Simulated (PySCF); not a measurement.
## Ionisation energy of Yb³²⁺ by level of theory

Yb³²⁺ [Kr] 4d2 [4d3/2^2, M_J = 2] → Yb³³⁺ [Kr] 4d1 [4d3/2^1, M_J = 3/2], as a difference of total energies. All numbers are calculated (PySCF 2.14, the two-component X2C-1e Hamiltonian, in an uncontracted even-tempered set (17 s from 3.1 bohr⁻², ratio 2.8; 14 p from 4.1 bohr⁻², ratio 2.8; 9 d from 4.1 bohr⁻², ratio 2.8; 3 f from 15 bohr⁻², ratio 3)). Correlated levels: [Ar] 3d10 frozen; the 98 highest virtual spinors dropped. "Screened" scales the spin-orbit matrix elements by Boettger's factors to mimic the two-electron term; Breit and QED terms are absent.

```csv
method,ionisation energy (eV)
GHF (spin-free),1269.0
GMP2 (spin-free),1269.1
GHF (screened spin-orbit),1275.9
GMP2 (screened spin-orbit),1276.0
```

Breit and QED terms and the two-electron picture change are absent.

The spin-free rows relax to the high-spin LS determinant and lack the spin-orbit shift.

The labels give the starting determinants; with spin-orbit coupling the two ends relaxed to ⟨J²⟩ = 6.03, ⟨L²⟩ = 10.32, ⟨S²⟩ = 1.58 and ⟨J²⟩ = 3.75, ⟨L²⟩ = 6.07, ⟨S²⟩ = 0.81.

For comparison: 1275 ± 4 eV (theoretical estimate listed by NIST; NIST Atomic Spectra Database, ionization energies).
